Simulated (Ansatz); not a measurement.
Consider the cleavage of the Ge–Ge bond: `F[CH2][GeH2][GeH3]` + `OPO` → `O[P](O)[GeH3]` + `F[CH2][GeH3]`.

Computed with Ansatz on PBE0-D4/def2-TZVP structures; ΔE is electronic, products minus reactants. CCSD(T)/CBS adds triple-zeta CCSD(T) − MP2 to the extrapolated MP2 energy (def2 sets, frozen cores). For Ge outer-core shells are correlated without core-valence functions, which leaves a few kJ/mol of doubt a bond. Scalar relativity is left out up to krypton. One conformer a species, not always the lowest.

| species | CCSD/CBS(def2) energy (Eh) |
| --- | --- |
| `F[CH2][GeH2][GeH3]` | -4294.22650 |
| `OPO` | -493.09731 |
| `O[P](O)[GeH3]` | -2570.39950 |
| `F[CH2][GeH3]` | -2216.91177 |

Problem. Work out ΔE.

Solution. ΔE = (-2570.39950) + (-2216.91177) − (-4294.22650) − (-493.09731) = 0.01254 Eh = +0.34 eV. CCSD(T)/CBS gives +0.32 eV.

Largest T1 diagnostic among the species: 0.014.

From PBE to PBE0 (25 % exact exchange), in def2-TZVPP and without D4, ΔE moves by +0.05 eV.
